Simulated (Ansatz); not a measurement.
`F[CH](F)[GeH3]` + `C=C[CH2][GeH2][F]` → `[F][GeH2][CH2][GeH3]` + `C=CC(F)F`  (formal exchange of groups at a Ge–C bond)

Calculated with Ansatz (gas phase, PBE0-D4/def2-TZVP geometries, no zero-point term in ΔE). CBS: MP2 limit from def2 TZ/QZ plus the TZ coupled-cluster correction, frozen cores. Functionals use def2-TZVPP. B3LYP here is the variant with VWN-RPA as its local correlation; programs differ in this. For Ge outer-core shells are correlated without core-valence functions, which leaves a few kJ/mol of doubt a bond. Scalar relativity is left out up to krypton. One conformer a species, not always the lowest.

**Question.** Is it downhill or uphill in electronic energy at CCSD(T)/CBS, and by how much? (Estimate.)

**Answer.** The calculation gave: Downhill: ΔE = -48.9 kJ/mol.

**Question.** What do these levels give: r2SCAN-D4, PBE0-D4, ωB97X-V, ωB97M-V, PBE, r2SCAN, PBE0, B3LYP, HF/def2-TZVPP, MP2/def2-TZVPP, SCS-MP2/def2-TZVPP, HF/CBS(def2)? (Estimate.)

**Answer.** Ansatz gave: r2SCAN-D4 -43.0, PBE0-D4 -43.1, ωB97X-V -45.1, ωB97M-V -45.6, PBE -36.1, r2SCAN -43.1, PBE0 -43.4, B3LYP -38.8, HF/def2-TZVPP -53.5, MP2/def2-TZVPP -51.6, SCS-MP2/def2-TZVPP -50.1, HF/CBS(def2) -53.3 kJ/mol.

Largest T1 diagnostic among the species: 0.012.

From PBE to PBE0 (25 % exact exchange), in def2-TZVPP and without D4, ΔE moves by −7.3 kJ/mol.
